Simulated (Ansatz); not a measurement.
`F/C=N\B[SiH3]` + `[OH][In]([SH])[O][SiH3]` → `[SiH3][O][In]([SH])[O][SiH3]` + `BN=CF`  (cleavage of the Si–B bond)

Calculated with Ansatz (gas phase, PBE0-D4/def2-TZVP geometries, no zero-point term in ΔE). CBS: MP2 limit from def2 TZ/QZ plus the TZ coupled-cluster correction, frozen cores. Functionals use def2-TZVPP. B3LYP here is the variant with VWN-RPA as its local correlation; programs differ in this. Elements past krypton have def2 core potentials. For In outer-core shells are correlated without core-valence functions, which leaves a few kJ/mol of doubt a bond. One conformer a species, not always the lowest.

Q: Is it downhill or uphill in electronic energy at CCSD(T)/CBS, and by how much? (An estimate is asked.)

A: Computed: Downhill: ΔE = -27.0 kcal/mol.

Q: What do these levels give: PBE-D4, r2SCAN-D4, PBE0-D4, B3LYP-D4, ωB97X-V, ωB97M-V, PBE0, B3LYP, HF/def2-TZVPP, CCSD(T)/def2-TZVPP, SCS-MP2/def2-QZVPP, HF/CBS(def2)? (Estimate.)

A: The calculation gave: PBE-D4 -20.0, r2SCAN-D4 -24.6, PBE0-D4 -23.0, B3LYP-D4 -26.6, ωB97X-V -26.6, ωB97M-V -27.2, PBE0 -22.4, B3LYP -25.6, HF/def2-TZVPP -34.1, CCSD(T)/def2-TZVPP -27.0, SCS-MP2/def2-QZVPP -29.8, HF/CBS(def2) -34.7 kcal/mol.

Largest T1 diagnostic among the species: 0.016.

The D4 term adds −1.0 kcal/mol with B3LYP and −0.6 kcal/mol with PBE0; it sums over pairs of atoms, weighted by their polarisabilities, and B3LYP, whose exchange is more repulsive, gets the larger term. In def2-TZVPP, CCSD(T) changes the Hartree–Fock value by +7.0 kcal/mol (the triples alone add +1.0 kcal/mol) and MP2 by +5.5 kcal/mol.
